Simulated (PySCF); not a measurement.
Species: BMe2(CN), C3H6BN.
Cartesian coordinates in Å at the PBE0-D3(BJ)/def2-SVP level; atoms count from 1:
```xyz
11
C3H6BN angstrom
B     -0.1095   -0.2082    0.0061
C      1.4487   -0.2855   -0.0210
H      1.7540   -0.4819    1.0265
H      1.9343    0.6517   -0.3274
H      1.8412   -1.1305   -0.6060
C     -0.9283    1.1201    0.0110
H     -1.2607    1.2703   -1.0359
H     -0.3370    2.0034    0.2906
H     -1.8506    1.0709    0.6088
C     -0.9012   -1.5485    0.0312
N     -1.4927   -2.5473    0.0470
```

Computed, not measured: TDDFT B3LYP/def2-SVPD, vertical, gas phase, core orbitals frozen in the response (PySCF).

Transition dipole moments from the ground state, in atomic units and in the frame of the coordinates above (overall signs are arbitrary), for the states with f of 0.002 or more among the lowest 10:

| state | E (eV) | μx | μy | μz |
| --- | --- | --- | --- | --- |
| S2 | 6.088 | -0.064 | 0.035 | -0.205 |
| S4 | 6.505 | -0.350 | -0.592 | 0.010 |
| S5 | 7.231 | -0.115 | 0.067 | 0.021 |
| S7 | 7.957 | -0.723 | 0.426 | -0.141 |
| S8 | 8.075 | -0.427 | 0.251 | -0.075 |
| S10 | 8.672 | -0.170 | -0.312 | -0.102 |

Question: What oscillator strength does each state have?

Answer: f = (2/3) ΔE |μ|² with ΔE in hartree (27.2114 eV).

| state | \|μ\|² (au) | \|μ\| (D) | f |
| --- | --- | --- | --- |
| S2 | 0.047 | 0.55 | 0.007 |
| S4 | 0.473 | 1.75 | 0.075 |
| S5 | 0.018 | 0.34 | 0.003 |
| S7 | 0.723 | 2.16 | 0.141 |
| S8 | 0.251 | 1.27 | 0.050 |
| S10 | 0.137 | 0.94 | 0.029 |

Question: Which bond between heavy atoms lies closest to the direction of the S7 transition dipole?

Answer: B1–C6 and B1–C2, at 29° from it; next B1–C10 and C10–N11 at 90°.

Question: What angle do the transition dipoles of S4 and S7 make?

Answer: |cos θ| = |μa·μb| / (|μa| |μb|) = 0.00, so θ ≈ 90° (taken between 0 and 90°, since the signs are arbitrary).

Question: What peak molar absorption coefficient would the strongest computed level give as a lone Gaussian band 0.5 eV wide at half height?

Answer: ε(max) = 2.175×10⁸ f / FWHM, with the width in cm⁻¹. S7: 2.175×10⁸ × 0.1410 / 4033 ≈ 7600 L mol⁻¹ cm⁻¹.
